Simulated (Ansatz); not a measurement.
Ansatz (an electronic-structure program) input (PBE/def2-SVP):

Ansatz 0.2 input:
```yaml
crystal:
  periodic: [false, false, false]
  atoms:
    - {symbol: W, position_ang: [0.03710101, 0.05296509, 0.04995165]}
    - {symbol: O, position_ang: [1.51758210, -0.55095755, -0.55741779]}
    - {symbol: O, position_ang: [-0.51686346, -0.91891025, 1.34379327]}
    - {symbol: F, position_ang: [-1.19458044, 0.87105840, -1.10971402]}
basis:
  gaussian:
    orbitals: def2-SVP
hamiltonian:
  xc: {name: PBE}
magnetization: {spin_polarized: true, initial_magnetization: 1}
output: {forces: true}
```

### Question
What final total energy does it give?

### Answer
-317.11770 Eh.
